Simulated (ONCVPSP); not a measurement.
# Building the ONCV potential for F (LDA (Perdew-Zunger), scalar-relativistic).

* Element: F (Z = 9)
* Generator: ONCVPSP 4.0.1
* Type: optimised norm-conserving Vanderbilt (ONCV)
* Functional: LDA (Perdew-Zunger)
* Relativity: scalar-relativistic
* Frozen core: [He]
* Valence charge: 7
* Reference configuration: 2s2 2p3 (charge +2)
* Partial waves: 2s: rc 0.60 bohr, ncon 5, nbas 9, qcut 9.4 1/bohr, 2 projectors, debl 3.3 Ha; 2p: rc 1.50 bohr, ncon 3, nbas 8, qcut 9.6 1/bohr, 2 projectors, debl 3.9 Ha
* Local potential: polynomial inside 0.40 bohr (lpopt 5, dvloc0 0 Ha)
* Core correction: Teter function, fcfact 2, rcfact 1.6

All-electron outer shells of the reference configuration (LDA (Perdew-Zunger), scalar-relativistic, ld1.x):

```
shell  level (eV)  outermost node (bohr)  outermost maximum (bohr)
   1s     -705.77                      –                      0.12
   2s      -67.61                   0.24                      0.73
   2p      -49.11                      –                      0.65
```

What the tests gave:

```
Cutoffs needed             : 102 Ha and 532 Ha (the cutoffs (Ha) at which the residual kinetic energy of the hardest occupied pseudo-wave falls to 1 and 0.1 mHa per electron)
Ghost test                 : no bound ghost flagged; GHOST(+) flagged for s at 559.6 eV
Largest excitation error   : +1731 meV (all-electron minus pseudo) for 2s2 2p1, out of 4 test configurations
rms error of d²Exc/dni dnj : 4.35 mHa without and 2.45 mHa with the model core
```

Generation and tests took about 3 s on one core of a shared server CPU.
